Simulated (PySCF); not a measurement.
Two-component Hartree-Fock for Pm⁴³⁺ (promethium, charge +43)

Start: [Ar]. Calculated with PySCF 2.14 in an even-tempered Gaussian basis (18 s from 9.8 bohr⁻², ratio 2.4; 14 p from 13 bohr⁻², ratio 2.4; 4 d from 50 bohr⁻², ratio 2.6; 4 f from 74 bohr⁻², ratio 2.6): generalised Hartree-Fock with the X2C-1e Hamiltonian and a Gaussian nucleus; one run each with spin-orbit coupling (SO) switched off, then screened by Boettger's factors.

```csv
spinor shell,electrons,"ε, spin-free (eV)","ε, screened SO (eV)",weight of nominal j (screened SO),"rms radius, screened SO (bohr)"
1s1/2,2,-48025.9,-48019.2,1.000,0.0264
2s1/2,2,-10033.1,-10031.1,1.000,0.106
2p1/2,2,-9239.4,-9640.0,1.000,0.0905
2p3/2,4,-9239.4,-9065.5,1.000,0.0963
3s1/2,2,-3823.4,-3822.9,1.000,0.257
3p1/2,2,-3564.8,-3663.0,1.000,0.246
```

Problem. Where does 3p3/2 lie, and what is the 3p spin-orbit splitting (screened SO)?

Solution. At -3521.7 eV, 141.22 eV above 3p1/2.

```tsv
quantity	spin-free	screened SO
E (hartree)	-8406.53482	-8411.79310
M_J	0	0
⟨J²⟩	0.000	0.000
⟨L²⟩	0.000	0.023
⟨S²⟩	0.000	0.023
```

Breit and QED terms are absent; they matter most for the inner s and p1/2 levels.

Densities and radii are taken from the X2C orbitals without a picture-change correction, which distorts them close to the nucleus.

Without spin-orbit coupling the j labels of p, d and f shells carry no meaning; the spin-free column gives the mean over the occupied spinors of each nl shell.
